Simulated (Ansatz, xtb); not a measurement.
**Relaxing a trial structure of Cl2H3Si2+**

The starting geometry of this gas-phase singlet has its atoms placed at random.

```xyz
7

Cl    1.9616   -0.5376   -0.4787
Cl    0.2225    2.0487   -0.3642
Si   -0.7578   -0.5747   -1.1384
Si   -1.2311   -0.3189    1.4794
H     1.0982   -1.8846   -0.1376
H     1.3945   -0.6828    1.0599
H    -1.3624    1.4299    1.0759
```

Q: Guess where an optimisation with r2SCAN-D4/def2-SVP ends from this start.

A: It ends as a structure with Cl1 bridging H5 and Si3, Cl2 bridging Si3 and Si4, given below by its coordinates. Distances that change by over a tenth: Cl1–H5 (1.64 → 1.30 Å). Contacts that open: Cl1–H6 (1.65 → 3.41 Å). Contacts that close: Cl2–Si3 (2.91 → 2.36 Å), Cl2–Si4 (3.33 → 2.22 Å), Si3–Si4 (2.67 → 2.38 Å), Si4–H6 (2.68 → 1.48 Å), Si4–H7 (1.80 → 1.48 Å).

The energy falls by 8.66 eV over 28 steps:

| step | E − E(last) (eV) |
| --- | --- |
| 1 | 8.663 |
| 4 | 3.556 |
| 7 | 0.783 |
| 10 | 0.112 |
| 13 | 0.089 |
| 16 | 0.082 |
| 19 | 0.061 |
| 22 | 0.028 |
| 25 | 0.001 |
| 28 | 0.000 |

Final geometry (Å):

```xyz
7

Cl    1.6260   -1.6535   -0.3450
Cl    0.1957    1.5973   -0.5876
Si   -0.6092   -0.5878   -0.9526
Si   -0.6103    0.4919    1.1656
H     2.0098   -2.0307   -1.5312
H     0.5131    0.4099    2.1323
H    -1.7996    1.2529    1.6147
```

From the same start GFN2-xTB ends elsewhere, in pieces: ClH2Si2 + ClH.

From so rough a start the end depends on the optimiser's path, so another program may land elsewhere. The end wasn't checked by frequencies. Run with Ansatz 0.2.0, 51 s on 1 thread of Intel(R) Xeon(R) 6975P-C (Granite Rapids), with other jobs on the host.
